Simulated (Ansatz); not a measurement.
**Molecular dynamics of F₄H₂OW**

Input file:

```yaml
crystal:
  periodic: [false, false, false]
  atoms:
    - { symbol: W, position_ang: [-0.182094, -0.09798, 0.020839] }
    - { symbol: O, position_ang: [-0.393748, -0.160435, 1.862866] }
    - { symbol: H, position_ang: [-0.372908, 0.570613, 2.494248] }
    - { symbol: H, position_ang: [1.472251, -0.374166, -0.230005] }
    - { symbol: F, position_ang: [0.27665, 1.663262, 0.454563] }
    - { symbol: F, position_ang: [-1.880239, -0.541061, -0.619327] }
    - { symbol: F, position_ang: [0.025546, -1.941644, 0.073212] }
    - { symbol: F, position_ang: [0.015042, 0.600011, -1.689297] }
basis:
  gaussian: { orbitals: def2-SVP }
hamiltonian:
  xc: pbe0
  dispersion: d4
md:
  timestep: 0.5
  n_steps: 150
  ensemble: nve
  temperature: 300.0
  initial_velocities: maxwell_boltzmann
  seed: 765594
  masses: [{ species: H, mass: 3.016 }]
```

Run as:

```bash
$ ansatz run input.yaml --threads 2 --pin off --max-ram 3072MiB --backend cpu --events-out ev --progress --plain --runs-dir out
```

It starts from a relaxed structure.

Output, in part (step lines, the closing report, with atoms numbered from 0):

```
md step     0: t =     0.00 fs  T =   300.0 K  F+E_penalty+E_count = -14754.97913469 eV  E_kin = 0.232668 eV  conserved = -14754.74646669 eV  (32 SCF iters)
[... lines left out ...]
Total energy: -14754.85202542 eV, -542.2308107365 hartree
Atom 0 at    -0.191714    -0.078523     0.033043 Å, force    -0.490697    -1.689986    -0.321781 eV/Å
Atom 1 at    -0.203281    -0.225469     1.877104 Å, force    -0.403903    -1.478067    -0.907964 eV/Å
Atom 2 at    -0.054302     0.507843     2.430932 Å, force     0.353581     1.548450     1.501403 eV/Å
Atom 3 at     1.452173    -0.370502    -0.084623 Å, force     0.345024    -0.068467    -0.013037 eV/Å
Atom 4 at     0.077135     1.698674     0.474019 Å, force     0.028051     0.503908    -0.223844 eV/Å
Atom 5 at    -1.868417    -0.508360    -0.675363 Å, force    -0.209332     0.167647     0.169942 eV/Å
Atom 6 at    -0.043455    -1.943270    -0.011893 Å, force     0.103848     0.402379     0.185734 eV/Å
Atom 7 at     0.157031     0.409398    -1.710722 Å, force     0.273429     0.614136    -0.390454 eV/Å
Dipole moment:     0.083953     0.370764     0.582421 e Å
```

The steps, from the saved trajectory:

```json
{"time (fs)": "0", "T (K)": "300", "potential energy less start (eV)": "0.000", "conserved less start (meV/atom)": "0.00"}
{"time (fs)": "2.5", "T (K)": "228", "potential energy less start (eV)": "0.056", "conserved less start (meV/atom)": "0.08"}
{"time (fs)": "5", "T (K)": "233", "potential energy less start (eV)": "0.052", "conserved less start (meV/atom)": "0.04"}
{"time (fs)": "7.5", "T (K)": "218", "potential energy less start (eV)": "0.064", "conserved less start (meV/atom)": "0.03"}
{"time (fs)": "10", "T (K)": "130", "potential energy less start (eV)": "0.132", "conserved less start (meV/atom)": "0.09"}
{"time (fs)": "12.5", "T (K)": "156", "potential energy less start (eV)": "0.112", "conserved less start (meV/atom)": "0.05"}
{"time (fs)": "15", "T (K)": "166", "potential energy less start (eV)": "0.104", "conserved less start (meV/atom)": "0.02"}
{"time (fs)": "17.5", "T (K)": "106", "potential energy less start (eV)": "0.151", "conserved less start (meV/atom)": "0.10"}
{"time (fs)": "20", "T (K)": "175", "potential energy less start (eV)": "0.097", "conserved less start (meV/atom)": "0.01"}
{"time (fs)": "22.5", "T (K)": "148", "potential energy less start (eV)": "0.119", "conserved less start (meV/atom)": "0.05"}
{"time (fs)": "25", "T (K)": "115", "potential energy less start (eV)": "0.144", "conserved less start (meV/atom)": "0.08"}
{"time (fs)": "27.5", "T (K)": "170", "potential energy less start (eV)": "0.101", "conserved less start (meV/atom)": "0.02"}
{"time (fs)": "30", "T (K)": "119", "potential energy less start (eV)": "0.141", "conserved less start (meV/atom)": "0.06"}
{"time (fs)": "32.5", "T (K)": "102", "potential energy less start (eV)": "0.154", "conserved less start (meV/atom)": "0.07"}
{"time (fs)": "35", "T (K)": "159", "potential energy less start (eV)": "0.110", "conserved less start (meV/atom)": "0.01"}
{"time (fs)": "37.5", "T (K)": "116", "potential energy less start (eV)": "0.144", "conserved less start (meV/atom)": "0.08"}
{"time (fs)": "40", "T (K)": "162", "potential energy less start (eV)": "0.108", "conserved less start (meV/atom)": "0.06"}
{"time (fs)": "42.5", "T (K)": "228", "potential energy less start (eV)": "0.056", "conserved less start (meV/atom)": "0.00"}
{"time (fs)": "45", "T (K)": "172", "potential energy less start (eV)": "0.100", "conserved less start (meV/atom)": "0.09"}
{"time (fs)": "47.5", "T (K)": "221", "potential energy less start (eV)": "0.061", "conserved less start (meV/atom)": "0.02"}
{"time (fs)": "50", "T (K)": "206", "potential energy less start (eV)": "0.073", "conserved less start (meV/atom)": "0.04"}
{"time (fs)": "52.5", "T (K)": "138", "potential energy less start (eV)": "0.126", "conserved less start (meV/atom)": "0.09"}
{"time (fs)": "55", "T (K)": "175", "potential energy less start (eV)": "0.097", "conserved less start (meV/atom)": "0.04"}
{"time (fs)": "57.5", "T (K)": "160", "potential energy less start (eV)": "0.109", "conserved less start (meV/atom)": "0.03"}
{"time (fs)": "60", "T (K)": "111", "potential energy less start (eV)": "0.147", "conserved less start (meV/atom)": "0.10"}
{"time (fs)": "62.5", "T (K)": "185", "potential energy less start (eV)": "0.089", "conserved less start (meV/atom)": "0.01"}
{"time (fs)": "65", "T (K)": "154", "potential energy less start (eV)": "0.114", "conserved less start (meV/atom)": "0.06"}
{"time (fs)": "67.5", "T (K)": "146", "potential energy less start (eV)": "0.120", "conserved less start (meV/atom)": "0.08"}
{"time (fs)": "70", "T (K)": "207", "potential energy less start (eV)": "0.072", "conserved less start (meV/atom)": "0.01"}
{"time (fs)": "72.5", "T (K)": "146", "potential energy less start (eV)": "0.120", "conserved less start (meV/atom)": "0.07"}
{"time (fs)": "75", "T (K)": "137", "potential energy less start (eV)": "0.127", "conserved less start (meV/atom)": "0.06"}
```

The run went to its last step. The conserved energy stayed within 0.11 meV per atom of its start (net change 0.06 meV per atom), so the integration is sound. Over the second half the temperature averaged 0.56 of the 300 K drawn at the start: a run that starts near a minimum puts about half its kinetic energy into the potential. A run of 0.075 ps of so small a system gives no equilibrium averages.

The same pairs are bonded in the first frame and the last. Pairs count as bonded within 1.25 times the sum of covalent radii (0.12 Å more for H–H).

Last frame:

```xyz
8
Properties=species:S:1:pos:R:3
W -0.192 -0.079 0.033
O -0.203 -0.226 1.877
H -0.054 0.508 2.431
H 1.452 -0.370 -0.085
F 0.077 1.699 0.474
F -1.868 -0.508 -0.675
F -0.043 -1.943 -0.012
F 0.157 0.409 -1.711
```

The run took 12 min on 2 threads of Intel(R) Xeon(R) Platinum 8259CL CPU @ 2.50GHz (Skylake/Cascade Lake) (shared host), peak memory 0.31 GiB.
